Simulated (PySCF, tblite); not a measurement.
Species: C6H13ClSi.
Cartesian coordinates in Å at the GFN2-xTB level; atoms count from 1:
```xyz
21
C6H13ClSi angstrom
C     -0.3327   -1.5109    1.4018
C     -0.7330   -0.3140    0.5559
C     -2.0731   -0.5104   -0.1922
Si    -1.3041    0.0702   -1.8378
C      0.2008   -0.0370   -0.6498
C      1.0997    1.1867   -0.5226
C      2.1709    0.9826    0.5357
Cl     3.2451    2.4076    0.6350
H      0.6382   -1.3537    1.8680
H     -0.2750   -2.4068    0.7860
H     -1.0659   -1.6837    2.1877
H     -0.7892    0.5730    1.1921
H     -2.3838   -1.5538   -0.1890
H     -2.8933    0.0712    0.2214
H     -1.3248   -0.8558   -2.9686
H     -1.6429    1.4287   -2.2592
H      0.8323   -0.9079   -0.8422
H      0.5009    2.0621   -0.2632
H      1.5806    1.3863   -1.4831
H      1.7353    0.8546    1.5260
H      2.8050    0.1281    0.2975
```

Level of theory: PBE0/pcSseg-1 in PySCF (dipole) on a GFN2-xTB geometry, gas phase.

Take the most abundant isotopes and a rigid rotor. The values belong to one conformer with, in the numbering `[CH3:1][C@@H:2]1[CH2:3][SiH2:4][C@H:5]1[CH2:6][CH2:7][Cl:8]`, Si4–C5–C6–C7 175°, C5–C6–C7–Cl8 178°, C1–C2–C3–Si4 -131°, C2–C3–Si4–C5 7°, C3–Si4–C5–C6 -127°, C1–C2–C5–Si4 130°.

**Question.** Give the principal moments of inertia and the rotational constants in MHz.

**Answer.** Ia = 199.69, Ib = 786.54, Ic = 931.40 u·Å²; 505379 MHz·u·Å²/I gives A = 2531, B = 642.5, C = 542.6 MHz.

**Question.** What kind of rotor is it?

**Answer.** An asymmetric top. Ray's parameter κ = (2B − A − C)/(A − C) = -0.899; −1 is the prolate and +1 the oblate limit.

**Question.** Is it planar, by Δ = Ic − Ia − Ib?

**Answer.** Not planar: Δ = Ic − Ia − Ib = -54.84 u·Å². For a rigid frame Δ = −2 Σ m c², so Σ m c² = 27.42 u·Å² lies off the ab plane: 14.57 from hydrogen and 12.85 from heavier atoms. The atom farthest from that plane is 1.67 Å away.

**Question.** Which lines would a microwave search look for?

**Answer.** The dipole components are |μa| = 2.34 D, |μb| = 0.70 D, |μc| = 0.44 D. The squared components, which scale the intensities, stand as 1.00 : 0.09 : 0.04 (a : b : c). Some lines, for components of 0.1 D or more:

```
type  branch         J(Ka,Kc)    MHz  lower level (cm⁻¹)
   a       Q  4(1,3) ← 4(1,4)    999               0.443
   c       Q  2(1,2) ← 2(0,2)   1792               0.118
   b       Q  5(1,4) ← 5(0,5)   2792               0.589
   a       R  3(2,2) ← 2(2,1)   3555               0.377
   a       R  3(1,2) ← 2(1,1)   3703               0.188
   c       Q  2(2,1) ← 2(1,1)   5665               0.188
   b       Q  2(2,1) ← 2(1,2)   5965               0.178
   b       Q  5(2,4) ← 5(1,5)   6578               0.632
   b       R  2(2,1) ← 1(1,0)   8135               0.106
   c       R  5(1,4) ← 4(0,4)   8643               0.393
   b       R  3(2,2) ← 2(1,1)   9220               0.188
   c       R  3(2,1) ← 2(1,1)   9239               0.188
   b       Q  4(3,1) ← 4(2,2)   9647               0.656
   b       Q  3(3,0) ← 3(2,1)   9674               0.496
   c       R  5(2,3) ← 4(1,3)  11373               0.476
   b       Q  4(4,1) ← 4(3,2)  13561               0.978
   b       R  4(3,1) ← 3(2,2)  14442               0.496
   b       R  5(4,1) ← 4(3,2)  19495               0.978
   b       R  5(5,1) ← 4(4,0)  23370               1.430
   b       R  5(5,0) ← 4(4,1)  23370               1.430
```

Its GFN2-xTB frequencies are all real (lowest 46 cm⁻¹). Zero-point vibration and centrifugal distortion are left out. A rigid rotor knows nothing of internal rotation, which can split or shift real lines. Quadrupole hyperfine structure (35Cl) is left out.
